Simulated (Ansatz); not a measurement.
Calculated with Ansatz (gas phase, PBE0-D4/def2-TZVP geometries, no zero-point term in ΔE). CBS: MP2 limit from def2 TZ/QZ plus the TZ coupled-cluster correction, frozen cores. This one scheme is used for every species. DFT in def2-TZVPP. B3LYP here is the variant with VWN-RPA as its local correlation; programs differ in this. One conformer a species, not always the lowest.

Consider the formal exchange of groups at a B–Cl bond: `FBBCl` + SiH₄ → `FBB[SiH3]` + HCl.

```csv
level,ΔE (eV)
B3LYP,1.09
BHLYP,1.12
CAM-B3LYP,1.11
LC-ωPBE,1.03
```

Question: What does CCSD(T)/CBS give? (An estimate is asked.)

Answer: Ansatz gave: +1.07 eV. The listed levels differ from it by 0.02, 0.05, 0.04, -0.04 eV.

Largest T1 diagnostic among the species: 0.014.

Leaving LDA and LC-ωPBE aside and taking each functional with its dispersion term where it has one, the values, not all of them listed here, spread over 0.14 eV, from B97M-V to B2PLYP. At CCSD(T), def2-SVP lies +0.15 eV from the extrapolated value and def2-TZVPP +0.01 eV. From BLYP to BHLYP (50 % exact exchange), in def2-TZVPP and without D4, ΔE moves by +0.04 eV.
